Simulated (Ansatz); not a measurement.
CH8AlBSi2, SMILES `[AlH2][CH]1[SiH2]B1[SiH3]` at its PBE0-D4/def2-TZVP geometry, where that method's forces vanish. Total charge 0; spin multiplicity 1.

```
atom   x (Å)   y (Å)   z (Å)
 Al1  -2.286  -0.484   0.404
  C2  -0.726   0.578  -0.310
 Si3  -0.134   0.410   1.479
  B4   0.643   0.064  -0.276
 Si5   2.351  -0.222  -1.244
  H6  -2.290  -2.057   0.253
  H7  -3.589   0.383   0.641
  H8  -1.181   1.291  -0.999
  H9  -0.067   1.535   2.441
 H10  -1.169  -0.581   2.047
 H11   3.396   0.675  -0.677
 H12   2.799  -1.629  -1.050
 H13   2.251   0.039  -2.707
```

Q: For each bond, give half the difference of the two atoms' forces along it (eV/Å; positive pushes the atoms apart) under PBE-D4, r2SCAN-D4, B3LYP-D4, ωB97M-V in def2-TZVPP. (Estimate.)

A: Computed: 
| bond | length (Å) | PBE-D4 | r2SCAN-D4 | B3LYP-D4 | ωB97M-V |
| --- | --- | --- | --- | --- | --- |
| Al1–C2 | 2.017 | 0.06 | 0.01 | 0.10 | 0.12 |
| Al1–Si3 | 2.566 | 0.14 | 0.03 | 0.21 | 0.17 |
| Al1–H6 | 1.581 | 0.05 | -0.01 | -0.11 | -0.15 |
| Al1–H7 | 1.582 | 0.01 | -0.04 | -0.11 | -0.13 |
| C2–Si3 | 1.892 | 0.18 | 0.06 | 0.17 | 0.06 |
| C2–B4 | 1.463 | 0.15 | 0.07 | -0.02 | -0.05 |
| C2–H8 | 1.091 | 0.06 | 0.00 | -0.06 | -0.05 |
| Si3–B4 | 1.950 | 0.15 | 0.11 | 0.13 | 0.05 |
| Si3–H9 | 1.482 | 0.05 | -0.03 | -0.14 | -0.17 |
| Si3–H10 | 1.542 | 0.08 | -0.02 | -0.08 | -0.08 |
| B4–Si5 | 1.984 | -0.22 | -0.08 | 0.03 | 0.13 |
| Si5–H11 | 1.490 | 0.11 | 0.00 | -0.05 | -0.11 |
| Si5–H12 | 1.489 | 0.11 | -0.01 | -0.06 | -0.11 |
| Si5–H13 | 1.489 | 0.10 | -0.01 | -0.05 | -0.12 |

B3LYP here is the variant with VWN-RPA as its local correlation; programs differ in this.
